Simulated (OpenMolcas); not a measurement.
**Hf: the spin-orbit constant, worked from levels**

```
Program             : OpenMolcas 26.06
Basis               : ANO-RCC-VQZP [9s8p6d4f3g2h]
Scalar Hamiltonian  : DKH2, point nucleus
Active space        : 4 electrons in 6 orbitals (5d 6s)
State averaging     : 2S+1 = 3 even, 55 roots; 2S+1 = 5 even, 10 roots kept (CI in the orbitals of an earlier block); 2S+1 = 1 even, 50 roots kept (CI in the orbitals of an earlier block)
Spin-orbit coupling : state interaction with AMFI integrals over the reference wave functions, term energies averaged over their components
```

Methods: CASSCF; MS-CASPT2, IPEA 0.25 Eh, imaginary shift 0.1 Eh (closed shells correlated: 5s 5p). Measured levels: NIST Handbook of Basic Atomic Spectroscopic Data.

**The spin-orbit constant.** For the Hund term ³F of d2, E(J) = (A/2) J(J+1) + constant and ζ = 2S·A = 2A. From J = 2 to J = 4 the energy changes by 7 A.

```
   Source  E(4) - E(2)      A     ζ
   CASSCF       4242.1  606.0  1212
MS-CASPT2       4520.8  645.8  1292
 measured       4567.6  652.5  1305
```

All in cm-1. MS-CASPT2 is off by -1.0 % and CASSCF by -7.1 %. Both methods take the spin-orbit matrix elements from the reference wave functions, so the second can move ζ only through the term energies and any multistate remixing. Second-order mixing with other terms is absorbed into this ζ.

Term energies are means over components that CASPT2 splits; among the terms shown or strongly mixed into the levels shown the widest spread is 1000 cm-1 (5d² 6s² ³F, MS-CASPT2). Over all roots computed the reference weight is 0.85 to 0.93 in MS-CASPT2; the roots of lowest weight are the least certain, and an intruder state may touch them. Without dynamic correlation excited terms often stand tens of per cent too high (terms of higher spin than the ground term too low), and those without a measured partner can miss by more than the paired ones (holds for CASSCF). Computed and measured levels are paired by configuration, term and J; levels that our copy of the source lacks, or whose pairing is in doubt (as where it misses far off the trend of its configuration), stay unpaired and out of the deviations. Levels of configurations outside the active space are missing.
